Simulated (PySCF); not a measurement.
Cartesian coordinates (Å):
SMILES: NCCN
```xyz
12

N     -1.6126     0.3861     0.5198
C     -0.7596    -0.6303    -0.0658
C      0.5809    -0.1276    -0.5842
N      1.3311     0.4866     0.5021
H     -1.9454     1.0137    -0.2032
H     -1.0459     0.9501     1.1452
H     -0.5738    -1.4014     0.6929
H     -1.3003    -1.1275    -0.8766
H      0.4021     0.6400    -1.3449
H      1.1129    -0.9548    -1.0809
H      1.6726    -0.2218     1.1408
H      2.1381     0.9869     0.1548
```
Charge 0, spin multiplicity 1.

**Question.** Predict the LUMO, HOMO, dipole moment, HOMO–LUMO gap and total energy from PBE0-D3(BJ)/def2-TZVP in PySCF.

**Answer.** 
The LUMO is 1.00 eV and the HOMO comes out as -6.59 eV. The dipole moment comes out as 2.37 D and the HOMO–LUMO gap is 7.59 eV. The total energy is -190.3752 Ha.
